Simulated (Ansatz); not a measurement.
BH18N3Si6, SMILES `[SiH3]N([SiH3])B(N([SiH3])[SiH3])N([SiH3])[SiH3]`, relaxed with RKS PBE-D4/def2-SVP in Ansatz 0.2.0 from a rough embedded geometry. The force threshold is 0.03 eV/Å; the program also tests the step.

Total charge 0; spin multiplicity 1.

Start:

```xyz
28

Si    0.537    2.312   -1.411
N    -0.509    1.455   -0.164
Si   -2.192    1.455   -0.785
B     0.051   -0.031   -0.037
N     0.450   -0.485    1.377
Si   -0.926   -0.375    2.546
Si    1.794    0.505    1.982
N     0.098   -0.949   -1.229
Si   -0.979   -2.411   -0.920
Si    1.739   -1.499   -1.464
H     1.899    2.317   -0.865
H     0.067    3.683   -1.488
H     0.462    1.674   -2.602
H    -2.702    2.803   -0.917
H    -3.065    0.700    0.104
H    -2.208    0.739   -2.106
H    -2.049   -1.186    2.058
H    -1.362    1.022    2.682
H    -0.528   -0.883    3.838
H     2.882    0.469    1.099
H     2.219    0.038    3.331
H     1.346    1.935    2.096
H    -2.296   -1.952   -0.670
H    -0.459   -3.105    0.267
H    -0.907   -3.269   -2.140
H     1.824   -2.367   -2.608
H     2.180   -2.235   -0.304
H     2.633   -0.360   -1.672
```

Q: By how much does the energy fall, and how many steps does the optimiser take? (An estimate is asked.)

A: Ansatz gave: 261.57 kJ/mol, in 30 steps, 2 of them rejected.

Q: Which bonds change most? (Estimate.)

A: Ansatz gave: Si1–H13 from 1.354 to 1.507 Å; N2–B4 from 1.593 to 1.461 Å; Si7–H20 from 1.402 to 1.501 Å; Si9–H23 from 1.416 to 1.502 Å.

Q: Give the relaxed structure. (An estimate is asked.)

A: Computed: 
```xyz
28

Si    0.072    2.827   -0.462
N    -0.531    1.173   -0.689
Si   -1.756    0.873   -1.941
B     0.022    0.006   -0.005
N     0.244    0.045    1.439
Si   -0.939    0.936    2.422
Si    1.707   -0.586    2.223
N     0.243   -1.234   -0.743
Si   -0.195   -2.753    0.068
Si    1.085   -1.305   -2.305
H     1.260    2.783    0.456
H    -0.981    3.749    0.093
H     0.496    3.373   -1.801
H    -2.455    2.184   -2.185
H    -2.744   -0.149   -1.459
H    -1.169    0.404   -3.246
H    -2.330    0.642    1.940
H    -0.721    2.426    2.407
H    -0.776    0.455    3.839
H     2.646   -1.082    1.162
H     1.399   -1.686    3.202
H     2.366    0.533    2.987
H    -1.524   -2.603    0.752
H     0.827   -3.204    1.079
H    -0.289   -3.806   -1.003
H     0.216   -1.868   -3.398
H     2.283   -2.209   -2.166
H     1.545    0.077   -2.664
```
